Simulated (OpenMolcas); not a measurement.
# Cr3+: ligand-field states by method

Cr3+ with its 6 nearest oxide ions at 2.034 Å, on the Mg site of MgO (a = 4.2112 Å, distance in the model lattice 2.106 Å). The rest of the host is ab initio model potentials to 7.6 Å, with orthogonalisation functions on the cations behind the ligands, and point charges beyond; the distance is set by hand and nothing relaxes, and no local charge compensation is placed. Ligand basis ANO-RCC-VDZP.
```
Cr    0.0000    0.0000    0.0000
O     2.0340    0.0000    0.0000
O     0.0000    2.0340    0.0000
O    -2.0340    0.0000    0.0000
O     0.0000   -2.0340    0.0000
O     0.0000    0.0000    2.0340
O     0.0000    0.0000   -2.0340
```

```yaml
Program: OpenMolcas
Basis: ANO-RCC-VDZP [5s4p2d1f]
Scalar_Hamiltonian: DKH2, point nucleus
Active_space: 3 electrons in 5 orbitals (3d)
State_averaging: 2S+1 = 4 even, 10 roots; 2S+1 = 2 even, 40 roots
Spin-orbit_coupling: state interaction with AMFI integrals over the reference wave functions
```

I. CASSCF
II. SS-CASPT2, IPEA 0.25 Eh, imaginary shift 0.1 Eh (closed shells correlated: 3s 3p and the ligand valence shells)

Spin-free states (labels of O, the rotations of Oh) in cm-1, each column counted from its own energy of the first state listed:

```csv
State,Degeneracy,I,II
4A2,1,0,0
4T2,3,16448,18690
2E,2,18369,13370
2T1,3,19342,14190
4T1,3,25157,25600
2T2,3,26657,20460
2A1,1,31644,28130
2T2,3,34305,31880
2T1,3,35275,32660
2E,2,37375,33120
4T1,3,39191,39890
2T1,3,41194,37440
2T2,3,48420,43750
2T1,3,50967,51440
2A2,1,51109,44050
2T2,3,54106,51310
2E,2,58920,54890
2T1,3,61232,58220
2E,2,78862,74430
2T2,3,80571,74730
```

From I to II, I's first state of the same spin (4T2) moves from 16448 to 18690 cm-1, by about +2200 cm-1.

From I to II, I's first state of another spin (2E) moves from 18369 to 13370 cm-1, by about -5000 cm-1.

I: A least-squares ligand-field fit to the states below 45000 cm-1, each weighted by its degeneracy and with a free common offset, gives 10Dq = 16164 cm-1, B = 1001 cm-1 and C = 3660 cm-1 (C/B = 3.65), with an rms deviation of 129 cm-1. The same method and metal basis give the free ion B = 1151 cm-1 (fit to its terms below 60000 cm-1, rms deviation 60 cm-1), so the nephelauxetic ratio is β = 1001 / 1151 = 0.87; it hangs on how both fits weigh the states, and computed free-ion B values tend to be too large, so β mixes covalency with correlation.

II: A least-squares ligand-field fit to the states below 45000 cm-1, each weighted by its degeneracy and with a free common offset, gives 10Dq = 18096 cm-1, B = 787 cm-1 and C = 2608 cm-1 (C/B = 3.31), with an rms deviation of 426 cm-1. The same method and metal basis give the free ion B = 1002 cm-1 (fit to its terms below 60000 cm-1, rms deviation 529 cm-1), so the nephelauxetic ratio is β = 787 / 1002 = 0.79; it hangs on how both fits weigh the states, and computed free-ion B values tend to be too large, so β mixes covalency with correlation.

From I to II, 10Dq changes by +12 %, B by -21 % and C by -29 %.

χT at 300 K: I 1.84, II 1.84 cm3 K/mol.

Roots that are degenerate in the reference are averaged as groups; the widest CASPT2 spread within a group is 200 cm-1 (the 2-fold group of multiplicity 2 near 33100 cm-1 above the lowest state of its run, II). Shifts and gaps below about the spread of the groups concerned are not significant. Over all roots computed the reference weight is 0.70 to 0.71 in II; a low but even weight reflects the number of correlated electrons. Ligand-to-metal charge-transfer states are missing. With no ligand orbital active B as a rule stays too high, so bands that hang on it stand too high and its fall with covalency is understated. Without dynamic correlation the repulsion within the d shell is too large (B by tens of per cent), so at a given field states of lower spin stand too high (holds for I). With metal d orbitals alone and no dynamic correlation 10Dq can be off by a tenth to a fifth, either way, in oxide and fluoride hosts (holds for I). With one d shell and no ligand orbital active, 10Dq can be off by a tenth or more (holds for II). No measured value stands beside these numbers; the geometry was set by hand and not optimised.
